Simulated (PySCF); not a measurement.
PySCF input file for MgClI, SMILES [I][Mg][Cl], PBE-D3(BJ)/def2-TZVP. Geometry optimised at PBE-D3(BJ)/def2-TZVP. The def2 effective core potentials stand for the cores of I; spin–orbit coupling is left out.

```python
import numpy as np
from pyscf import gto, scf, dft, df
from pyscf.hessian import thermo

mol = gto.M(
    atom='''
    Mg    0.00000000    0.00000000   -1.18814601
    Cl    0.00000000    0.00000000   -3.37369926
    I     0.00000000    0.00000000    1.35114414
    ''',
    basis='def2-TZVP',
    ecp={'I': 'def2-tzvp'},
    charge=0,
    spin=0,
    max_memory=1600,
    verbose=3,
)
mf = dft.RKS(mol, xc='pbe').density_fit(auxbasis='def2-universal-jkfit')
mf.disp = 'd3bj'
mf.grids.level = 3
mf.conv_tol = 1e-11
mf.max_cycle = 100
mf.kernel()

# [left out here: the lines that compute and print the analytic Hessian (its translational invariance restored by hand, since the grid's response is missing), thermochemistry and intensities]
```

It prints:

```
converged SCF energy = -957.824343993794

WARN: DFTD3 does not support analytical Hessian, using finite difference


WARN: Mole.unit (angstrom) is changed to Bohr

Mode                                 0                   1                   2
Irrep
Freq [cm^-1]                       92.5309             92.5309            211.7624
Reduced mass [au]                  26.3323             26.3323             42.4996
Force const [Dyne/A]                0.1328              0.1328              1.1229
Char temp [K]                     133.1314            133.1314            304.6790
Normal mode                   x     y     z       x     y     z       x     y     z
       0  Mg                -0.18 -0.03  0.00   -0.03  0.18  0.00   -0.00  0.00 -0.07
       1  Cl                 0.07  0.01  0.00    0.01 -0.07  0.00    0.00 -0.00 -0.13
       2   I                 0.02  0.00 -0.00    0.00 -0.02 -0.00    0.00 -0.00  0.05
Mode                                 3
Irrep
Freq [cm^-1]                      542.4658
Reduced mass [au]                  26.5740
Force const [Dyne/A]                4.6073
Char temp [K]                     780.4875
Normal mode                   x     y     z
       0  Mg                 0.00 -0.00 -0.18
       1  Cl                -0.00  0.00  0.08
       2   I                -0.00  0.00  0.01
temperature 298.1500 [K]
pressure 101325.00 [Pa]
Rotational constants [GHz] inf 0.75810 0.75810
Symmetry number 1
Zero-point energy (ZPE) 0.00214 [Eh]   5618.202 [J/mol]
                           tot       elec      trans        rot        vib
Entropy [J/mol/K]       298.206      0.000    173.964     83.238     41.004
Cv [J/mol/K]             49.606      0.000     12.472      8.314     28.820
Cp [J/mol/K]             57.921      0.000     20.786      8.314     28.820
Internal energy [J/mol]                      3718.434   2478.956  11486.468
Internal energy [Eh]   -957.81761  -957.82434
Enthalpy [J/mol]                             6197.391   2478.956  11486.468
Enthalpy [Eh]          -957.81666
Gibbs free energy [J/mol]                  -45669.933 -22338.499   -738.759
Gibbs free energy [Eh] -957.85053
static polarisability / bohr^3: [[57.776  0.     0.   ]
 [ 0.    57.776  0.   ]
 [ 0.     0.    97.273]]
largest difference of analytic and finite-field dipole derivatives / e: 0.0022229941658362673
mode   freq/cm-1   IR/(km/mol)   Raman/(A^4/amu)   depolarisation
   1       92.53        31.294             0.333            0.750
   2       92.53        31.294             0.333            0.750
   3      211.76         1.043            15.614            0.182
   4      542.47       133.186             0.332            0.436
max |gradient| / (hartree/bohr): 2.14435136356961e-05
APT charges: [ 1.0705 -0.603  -0.4676]
```

The calculation finished and met its thresholds.

Cost: around 90 core-seconds (rough).
